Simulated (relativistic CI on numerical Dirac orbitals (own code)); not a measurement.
Transition arrays of Ba19+

These numbers are calculated, not measured: Dirac-Coulomb-Breit CI, KLI orbitals optimised for each configuration, QED by a radiative potential, valence Slater integrals scaled by 0.9, whole transition arrays (own radial code, finite nucleus).

CI space (outside the closed core [Ar] 3d10 4s2): 4p⁶4d, 4p⁶4f, 4p⁵4d², 4p⁶5p, 4p⁶5f. Levels of other configurations are missing.

All E1 lines from the levels of 4p⁶4d; mean and standard deviation are weighted by gf, and upper levels are sorted by their leading configuration.

| Upper configuration | Lines | Σgf | Mean (eV) | Mean (nm) | σ (eV) | Strongest line (nm) |
| --- | --- | --- | --- | --- | --- | --- |
| 4p⁶4f | 1 | 0.3 | 108.37 | 11.441 | 0.00 | 11.441 |
| 4p⁵4d² | 62 | 55.5 | 126.19 | 9.825 | 6.67 | 9.620 |
| 4p⁶5p | 3 | 1.1 | 184.57 | 6.717 | 1.95 | 6.679 |
| 4p⁶5f | 3 | 1.4 | 271.19 | 4.572 | 1.64 | 4.594 |

Σgf per state of the lower configuration in bins of 0.2 nm over the central range (centre: value): 4.5: 0.14, 6.7: 0.06, 6.9: 0.04, 9.5: 0.76, 9.7: 3.28, 9.9: 1.01, 10.1: 0.09, 11.5: 0.04, 11.7: 0.05, 11.9: 0.09, 12.1: 0.05.

Question: How do configuration mixing and the scaling of the Slater integrals move the arrays?

Answer: Slater scale 0.9, no configuration mixing: 4p⁶4f 113.0 ± 1.5 eV (Σgf 7.0), 4p⁵4d² 122.9 ± 8.6 eV (Σgf 46.6), 4p⁶5p 184.6 ± 1.9 eV (Σgf 1.3), 4p⁶5f 271.2 ± 1.6 eV (Σgf 1.6); Slater scale 1: 4p⁵4d² 128.6 ± 6.7 eV (Σgf 57.0), 4p⁶5p 184.6 ± 2.0 eV (Σgf 1.1), 4p⁶5f 271.2 ± 1.6 eV (Σgf 1.4); Slater scale 0.8: 4p⁶4f 123.3 ± 2.8 eV (Σgf 10.0), 4p⁵4d² 123.7 ± 7.5 eV (Σgf 44.7), 4p⁶5p 184.6 ± 2.0 eV (Σgf 1.1), 4p⁶5f 271.2 ± 1.6 eV (Σgf 1.4). With mixing, levels are counted to their leading configuration, so an array can shrink or vanish into another, and the sums then hold other lines.
